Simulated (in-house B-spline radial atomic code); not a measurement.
Computed with a B-spline radial atomic code. Model: two electrons, singlet ground state, non-relativistic, full CI in B-splines with partial waves to l = 8 (at full coupling up to 3e-4 hartree above the limit, correlation up to 0.6 % small), density held at that of full coupling by Lieb maximisation.

W(λ) is the mean repulsion in the state of coupling λ less the Hartree energy of the fixed density. Its start is exact exchange, its initial slope is twice the second-order Görling-Levy correlation energy, and its area from 0 to 1 is E_xc. A straight curve means weak, dynamic correlation, and a curve that drops fast and flattens means strong correlation.

Command:
```bash
python run_ac.py task.json out
```
Settings (lengths in bohr, energies in hartree):
```
potential              gauss
strength               1.47
lmax                   8
second                 5.72
```

Time taken, with all properties: 17 s on 1 thread of Intel(R) Xeon(R) Processor @ 2.30GHz, on a shared host.

**W = mean repulsion less Hartree energy, and W of three functionals.**

Given: confinement Gaussian well; well depth 1.47 hartree; well width 5.72 bohr; external potential -V exp(-r^2/w^2).

Computed: PBE exchange minus exact 15.059 millihartree; SCAN exchange minus exact 1.1246 millihartree.

```json
{"coupling": "0", "W xc (hartree)": "-0.35641", "W xc minus exchange (millihartree)": "0", "kinetic minus Kohn-Sham (millihartree)": "0", "LDA (PW92) W minus its exchange (millihartree)": "0", "PBE W minus its exchange (millihartree)": "0", "SCAN W minus its exchange (millihartree)": "0"}
{"coupling": "0.02", "W xc (hartree)": "-0.35838", "W xc minus exchange (millihartree)": "-1.969", "kinetic minus Kohn-Sham (millihartree)": "0.02", "LDA (PW92) W minus its exchange (millihartree)": "-9.53", "PBE W minus its exchange (millihartree)": "-3.18", "SCAN W minus its exchange (millihartree)": "-1.86"}
{"coupling": "0.05", "W xc (hartree)": "-0.36123", "W xc minus exchange (millihartree)": "-4.826", "kinetic minus Kohn-Sham (millihartree)": "0.12", "LDA (PW92) W minus its exchange (millihartree)": "-18.66", "PBE W minus its exchange (millihartree)": "-7.5", "SCAN W minus its exchange (millihartree)": "-4.52"}
{"coupling": "0.12", "W xc (hartree)": "-0.36748", "W xc minus exchange (millihartree)": "-11.074", "kinetic minus Kohn-Sham (millihartree)": "0.65", "LDA (PW92) W minus its exchange (millihartree)": "-33.83", "PBE W minus its exchange (millihartree)": "-16.22", "SCAN W minus its exchange (millihartree)": "-10.27"}
{"coupling": "0.25", "W xc (hartree)": "-0.3777", "W xc minus exchange (millihartree)": "-21.296", "kinetic minus Kohn-Sham (millihartree)": "2.52", "LDA (PW92) W minus its exchange (millihartree)": "-53.3", "PBE W minus its exchange (millihartree)": "-29.34", "SCAN W minus its exchange (millihartree)": "-19.66"}
{"coupling": "0.4", "W xc (hartree)": "-0.38764", "W xc minus exchange (millihartree)": "-31.237", "kinetic minus Kohn-Sham (millihartree)": "5.73", "LDA (PW92) W minus its exchange (millihartree)": "-69.49", "PBE W minus its exchange (millihartree)": "-41.42", "SCAN W minus its exchange (millihartree)": "-28.91"}
{"coupling": "0.6", "W xc (hartree)": "-0.39849", "W xc minus exchange (millihartree)": "-42.087", "kinetic minus Kohn-Sham (millihartree)": "11.11", "LDA (PW92) W minus its exchange (millihartree)": "-85.7", "PBE W minus its exchange (millihartree)": "-54.32", "SCAN W minus its exchange (millihartree)": "-39.27"}
{"coupling": "0.8", "W xc (hartree)": "?", "W xc minus exchange (millihartree)": "?", "kinetic minus Kohn-Sham (millihartree)": "?", "LDA (PW92) W minus its exchange (millihartree)": "?", "PBE W minus its exchange (millihartree)": "?", "SCAN W minus its exchange (millihartree)": "?"}
{"coupling": "1", "W xc (hartree)": "-0.41448", "W xc minus exchange (millihartree)": "-58.07", "kinetic minus Kohn-Sham (millihartree)": "23.69", "LDA (PW92) W minus its exchange (millihartree)": "-108.45", "PBE W minus its exchange (millihartree)": "-73.43", "SCAN W minus its exchange (millihartree)": "-55.28"}
{"coupling": "1.4", "W xc (hartree)": "-0.42563", "W xc minus exchange (millihartree)": "-69.222", "kinetic minus Kohn-Sham (millihartree)": "36.95", "LDA (PW92) W minus its exchange (millihartree)": "-124.24", "PBE W minus its exchange (millihartree)": "-87.23", "SCAN W minus its exchange (millihartree)": "-67.1"}
{"coupling": "2", "W xc (hartree)": "-0.43722", "W xc minus exchange (millihartree)": "-80.814", "kinetic minus Kohn-Sham (millihartree)": "56.43", "LDA (PW92) W minus its exchange (millihartree)": "-141.09", "PBE W minus its exchange (millihartree)": "-102.32", "SCAN W minus its exchange (millihartree)": "-79.95"}
{"coupling": "3", "W xc (hartree)": "?", "W xc minus exchange (millihartree)": "?", "kinetic minus Kohn-Sham (millihartree)": "?", "LDA (PW92) W minus its exchange (millihartree)": "?", "PBE W minus its exchange (millihartree)": "?", "SCAN W minus its exchange (millihartree)": "?"}
{"coupling": "4.5", "W xc (hartree)": "-0.4602", "W xc minus exchange (millihartree)": "-103.8", "kinetic minus Kohn-Sham (millihartree)": "126.1", "LDA (PW92) W minus its exchange (millihartree)": "-177.26", "PBE W minus its exchange (millihartree)": "-135.6", "SCAN W minus its exchange (millihartree)": "-106.12"}
{"coupling": "7", "W xc (hartree)": "-0.47023", "W xc minus exchange (millihartree)": "-113.83", "kinetic minus Kohn-Sham (millihartree)": "182.5", "LDA (PW92) W minus its exchange (millihartree)": "-194.72", "PBE W minus its exchange (millihartree)": "-151.98", "SCAN W minus its exchange (millihartree)": "-116.65"}
{"coupling": "10", "W xc (hartree)": "-0.47711", "W xc minus exchange (millihartree)": "-120.71", "kinetic minus Kohn-Sham (millihartree)": "240.1", "LDA (PW92) W minus its exchange (millihartree)": "-207.41", "PBE W minus its exchange (millihartree)": "-163.98", "SCAN W minus its exchange (millihartree)": "-123"}
```

Q: What belongs in the row 0.8?

A: W xc (hartree): -0.40726; W xc minus exchange (millihartree): -50.856; kinetic minus Kohn-Sham (millihartree): 17.22; LDA (PW92) W minus its exchange (millihartree): -98.26; PBE W minus its exchange (millihartree): -64.74; SCAN W minus its exchange (millihartree): -47.93.

Q: What belongs in the row 3?

A: W xc (hartree): -0.44943; W xc minus exchange (millihartree): -93.019; kinetic minus Kohn-Sham (millihartree): 86.42; LDA (PW92) W minus its exchange (millihartree): -159.72; PBE W minus its exchange (millihartree): -119.34; SCAN W minus its exchange (millihartree): -93.92.

Q: What is the LDA exchange minus exact?

A: 51.631 millihartree.

**Energy parts, natural occupations and partial-wave weights.**

Computed: total energy -1.7528 hartree; exchange energy -0.35641 hartree; kinetic part of the DFT correlation energy 0.023692 hartree; kinetic part over minus potential part 0.408; Hartree energy 0.71281 hartree; Kohn-Sham kinetic 0.29982 hartree; Lieb Oxford ratio E_xc over LDA exchange 1.2822.

```tsv
natural	occupation of the shell (electrons)
s	1.9137
p	0.079206
s	?
d	0.0012949
p	0.00034541
f	0.00014112
```

Q: What belongs in the row s?

A: occupation of the shell (electrons): 0.0051441.

| wave | weight |
| --- | --- |
| s | 0.95944 |
| p | ? |
| d | 0.00067605 |
| f | 7.7963e-05 |
| g | 1.6661e-05 |

Q: What belongs in the row p?

A: weight: 0.039785.

Q: What is the correlation energy?

A: -0.034378 hartree.

Q: What is the initial slope twice GL2?

A: -0.099713 hartree.

Half-way to full coupling W has made 63 % of its drop, against 50 % for a straight line, and second-order (GL2) theory, half the initial slope, overshoots the correlation energy by about 45 %: a marked bend. Over couplings 0 to 1 the errors in E_xc come to about +14 millihartree for LDA, +4.7 millihartree for PBE, +3.3 millihartree for SCAN, so SCAN is nearest. In LDA and PBE the errors of exchange and correlation have opposite signs, so the sum is smaller than the larger of the two.
